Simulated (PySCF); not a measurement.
# Peak assignment

Geometry:
| atom | x (Å) | y (Å) | z (Å) |
| --- | --- | --- | --- |
| C1 | -1.048 | 2.457 | 0.946 |
| Si2 | -1.826 | 0.752 | 0.615 |
| Si3 | -0.141 | -0.804 | 0.120 |
| Si4 | -0.793 | -2.671 | -1.112 |
| Si5 | 1.261 | -1.248 | 1.938 |
| O6 | 0.833 | -0.021 | -0.972 |
| Si7 | 1.793 | 1.114 | -1.587 |
| H8 | -1.791 | 3.225 | 1.142 |
| H9 | -0.460 | 2.775 | 0.089 |
| H10 | -0.380 | 2.421 | 1.803 |
| H11 | -2.577 | 0.359 | 1.820 |
| H12 | -2.841 | 0.942 | -0.437 |
| H13 | -1.727 | -2.390 | -2.210 |
| H14 | 0.304 | -3.429 | -1.727 |
| H15 | -1.488 | -3.613 | -0.225 |
| H16 | 1.952 | -0.071 | 2.484 |
| H17 | 0.461 | -1.791 | 3.043 |
| H18 | 2.324 | -2.229 | 1.681 |
| H19 | 0.955 | 1.953 | -2.444 |
| H20 | 2.820 | 0.393 | -2.332 |
| H21 | 2.361 | 1.891 | -0.484 |

- shieldings: GIAO PBE0/pcSseg-1
- structure optimised with GFN2-xTB
- run in PySCF 2.14.0 with density-fitted response routines
- a single conformation, isolated molecule, no relativistic terms, fast rotation and ring inversion assumed for equivalent nuclei

Referencing at the same level of theory: 1H against TMS.

Question: Assign these signals to the numbered atoms. 1H NMR (600 MHz, computed): δ 4.97 (s, 3H), 4.08 (q, 2H), 3.64 (s, 6H), 0.48 (t, 3H).

Answer: 
4.97 → H19/H20/H21, hydrogen on a silicon bonded to O
4.08 → H11/H12, hydrogen on a silicon bonded to C, Si
3.64 → H13/H14/H15/H16/H17/H18, hydrogen on a silicon bonded to Si
0.48 → H8/H9/H10, hydrogen on a methyl carbon bonded to Si: an electropositive neighbour shields it, as in TMS itself

Multiplicities follow the n + 1 count of equivalent neighbours, as no J values were calculated; m marks all less simple cases, F and P coupling included.
